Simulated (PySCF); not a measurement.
## Fine-structure interval of Pb⁺ by level of theory

Pb⁺ [Xe] 4f14 5d10 6s2 6p1 [6p1/2^1, M_J = 1/2] → Pb⁺ [Xe] 4f14 5d10 6s2 6p1 [6p3/2^1, M_J = 3/2], as a difference of total energies. Computed with PySCF 2.14 in x2c-QZVPPall-2c (16s16p12d7f1g, 182 functions), with the two-component X2C-1e Hamiltonian. Correlated levels: [Kr] 4d10 4f14 frozen; the 58 highest virtual spinors dropped. "Screened" scales the spin-orbit matrix elements by Boettger's factors to mimic the two-electron term; Breit and QED terms are absent.

| method | fine-structure interval (cm⁻¹) | error (cm⁻¹) |
| --- | --- | --- |
| GHF (screened spin-orbit) | 14669 | +588 |
| GMP2 (screened spin-orbit) | 13594 | -487 |
| GHF (bare spin-orbit) | 15029 | +948 |

Reference: 14081 cm⁻¹ (measured; NIST Handbook of Basic Atomic Spectroscopic Data (Sansonetti and Martin, J. Phys. Chem. Ref. Data 34, 1559 (2005))).
